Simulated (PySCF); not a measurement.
**How methods differ on the ionisation energy of Xe²⁺**

Xe²⁺ [Kr] 4d10 5s2 5p4 (3P) → Xe³⁺ [Kr] 4d10 5s2 5p3 (4S), as a difference of total energies. All numbers are calculated (PySCF 2.14, a scalar-relativistic core potential, in def2-SVP with the def2 core potential (28 electrons) (6s5p3d2f, 50 functions)). Correlated levels: valence: 4s2 4p6 4d10 frozen. The calculations carry no spin-orbit coupling.

```
           method  ionisation energy (eV)  difference from reference (eV)
              UHF                  29.383                          -1.667
             TPSS                  30.489                          -0.561
              PBE                  30.488                          -0.562
    MP2 (valence)                  29.990                          -1.060
SCS-MP2 (valence)                  30.053                          -0.997
   CCSD (valence)                  30.122                          -0.928
CCSD(T) (valence)                  30.141                          -0.909
```

Reference: 31.05 ± 0.04 eV (semi-empirical (NIST evaluation); NIST Atomic Spectra Database, ionization energies).

The reference lies between the lowest fine-structure levels, while these numbers refer to the centres of the terms.

Errors of the correlated levels include the incompleteness of this basis and the frozen core.
